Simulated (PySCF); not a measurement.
Run record: geometry optimisation, `C=NN[SiH2]F`.

Computed with PBE0-D3(BJ)/def2-SVP geometry optimisation, gas phase (PySCF 2.14.0). Start geometry: GFN2-xTB. A driver script takes a list of jobs; this job's settings line and coordinates (Å) are shown.

Command:
```bash
OMP_NUM_THREADS=1 python probes_run.py task.json out
```

Input:
```
{"job": {"xc": "PBE0", "basis": "def2-SVP", "d3": "d3bj", "grid": 1, "shake": 0.01, "kind": "geom"}, "charge": 0, "multiplicity": 1}
C      1.852240     0.064060     0.025230
N      1.081270     0.281250    -0.979000
N     -0.268620     0.194660    -0.884100
Si    -1.235320    -0.175050     0.469600
F     -2.714390    -0.091880    -0.236430
H      1.466920    -0.155140     1.016060
H      2.901920     0.173360    -0.134610
H     -0.666230     0.389180    -1.776090
H     -1.121190    -1.541980     0.958310
H     -1.246170     0.840600     1.519970
```

Output:
```
step   0  E = -539.30044204  max force = 0.044250
step   1  E = -539.30580592  max force = 0.009411
step   2  E = -539.30636911  max force = 0.004091
step   3  E = -539.30639761  max force = 0.003435
step   4  E = -539.30649397  max force = 0.001174
step   5  E = -539.30650303  max force = 0.000693
step   6  E = -539.30651287  max force = 0.000279
optimisation converged
```

Energies in Eh; «max force» is the largest Cartesian gradient component in Eh/bohr.

Task: Give the first gradient maximum in eV/Å.

Result: With 1 Eh/bohr = 51.422 eV/Å, 2.275 eV/Å.

Task: How much energy does the optimisation release, in kcal/mol?

Result: E(step 0) − E(last step) = 0.006071 Eh, which is 3.8 kcal/mol.

Main results: final energy -539.30651 Eh after 6 steps; dipole 1.05 D.

Hardware: one thread of an Arm Neoverse V1, shared host with 32 logical CPUs at a one-minute load of 8.1. Cost: 21 s, 0.41 GiB resident at most.
Labels such as C1 count atoms from 1, the log's own numbers from 0.
